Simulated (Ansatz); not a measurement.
Energy needed to pull apart CH$_{4}$Te (SMILES C[TeH]), singlet, into free ground-state atoms, from the structure below (displaced at random from its PBE0-D4/def2-TZVP minimum); no zero-point or spin–orbit terms; open-shell atoms are treated unrestricted, in their ground-state multiplicity.

```xyz
6
angstrom
C -0.2334 -0.2995 -0.4495
Te 0.3691 -0.1053 1.6142
H -0.9337 0.4619 -0.7903
H -0.7283 -1.4282 -0.6280
H 0.6432 -0.2225 -1.1002
H 0.8545 1.4299 1.3703
```

Program: Ansatz 0.2.0. Basis: def2-TZVPP. Cores are frozen in the correlated methods. Filled d shells of the heavier atoms are correlated. Core potentials replace the inner electrons of the atoms past krypton. The def2 sets are not built for correlating such inner shells, so the correlated values are less sure here.

| method | atomization energy (kJ/mol) |
| --- | --- |
| PBE-D4 | 1828 |
| r2SCAN-D4 | 1797 |
| PBE0-D4 | ? |
| wB97M-V | 1794 |
| HF | 1287 |
| MP2 | ? |
| CCSD | 1739 |
| CCSD(T) | 1766 |

What does PBE0-D4 give? (To be estimated.)

The calculation gives: 1798 kJ/mol, which is about 32 kJ/mol more than CCSD(T)/def2-TZVPP.

What does MP2 give? (To be estimated.)

The calculation gives: 1757 kJ/mol, which is about 8 kJ/mol less than CCSD(T)/def2-TZVPP.

In triple zeta the MP2 and coupled-cluster atomization energies are still short of their basis limit by a few kcal/mol a bond, whereas those of the functionals are nearly converged, so these differences are not deviations from converged CCSD(T).

No T1 diagnostic of these runs exceeds 0.011.

For scale, one of the runs: CCSD(T)/def2-TZVPP forces, 137 basis functions (an equivalent command: `ansatz run in.yaml --threads 2`). Time: 73 s of wall clock on 2 CPU threads; the host was shared. Peak host memory: 1.4 GiB.
